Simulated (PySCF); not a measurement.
Species: C₆H₁₄OSi.
Atom-mapped SMILES: `[CH3:1][CH:2]([CH3:3])[O:4][CH:5]1[CH2:6][SiH2:7][CH2:8]1` (hydrogens: H9, H10, H11 on C1; H12 on C2; H13, H14, H15 on C3; H16 on C5; H17, H18 on C6; H19, H20 on Si7; H21, H22 on C8)

Method: PySCF 2.14.0, PBE0-D3(BJ)/def2-SVP geometry optimisation, gas phase.

Problem. List the bond lengths, angles and torsions at this level.

Solution. 
```csv
bond,length (Å),order
"C1–C2, C2–C3",1.519,single
C2–O4,1.411,single
O4–C5,1.398,single
C5–C6,1.542,single
"C6–Si7, Si7–C8",1.895,single
C5–C8,1.554,single
C1–H9 and 5 like bonds,1.100,single
C2–H12,1.111,single
C5–H16,1.109,single
"C6–H17, C8–H22",1.098,single
"C6–H18, C8–H21",1.103,single
Si7–H19,1.495,single
Si7–H20,1.494,single
```

Bonds in one row agree within 0.01 Å and their mean is given. Orders are formal, as drawn. A selection of angles:
```csv
angle,degrees
C2–C1–H9,110.1
C2–C1–H10,111.7
H9–C1–H10,108.1
C1–C2–C3,112.2
C1–C2–O4,112.5
C1–C2–H12,108.4
C3–C2–O4,106.5
C3–C2–H12,108.7
O4–C2–H12,108.5
H13–C3–H14,108.9
C2–O4–C5,117.3
O4–C5–C6,111.7
O4–C5–C8,116.8
O4–C5–H16,109.6
C6–C5–C8,100.3
C6–C5–H16,109.1
C5–C6–Si7,87.5
C5–C6–H17,116.6
C5–C6–H18,108.1
Si7–C6–H17,124.6
Si7–C6–H18,109.2
H17–C6–H18,108.7
C6–Si7–C8,77.7
C6–Si7–H19,114.7
C6–Si7–H20,119.0
C8–Si7–H19,114.4
H19–Si7–H20,109.0
Si7–C8–H22,123.2
C5–C8–H21,108.6
```

Torsions: C1–C2–O4–C5 -73° (synclinal); C2–O4–C5–C6 -150°; O4–C5–C6–Si7 -147° (anticlinal); C5–C6–Si7–C8 18° (synperiplanar); C6–Si7–C8–C5 -18° (synperiplanar); O4–C5–C8–Si7 143° (anticlinal). The mirror-image conformer, all signs reversed, is as good.

The 4 C–C bonds span 1.516 Å (C2–C3, drawn single) to 1.554 Å (C5–C8, drawn single), a spread of 0.038 Å. Si7 (SiH2 silicon) has angles from 77.7° to 119.3°. Of the pairs four or more bonds apart, H12···H16 is among the closest relative to their van der Waals radii: 2.19 Å, 91 % of the sum of Bondi's values. The 4-membered ring C5–C6–Si7–C8 has internal angles of 77.7° to 100.3° (sum 353°, against 360° for a flat polygon); it is puckered, 0.15 Å rms from its mean plane, widest ring torsion 23°.

Point group: C1 (no symmetry element, even within 0.4 Å). Whether it is a minimum is left open (no frequencies). The numbers are those of one conformer.
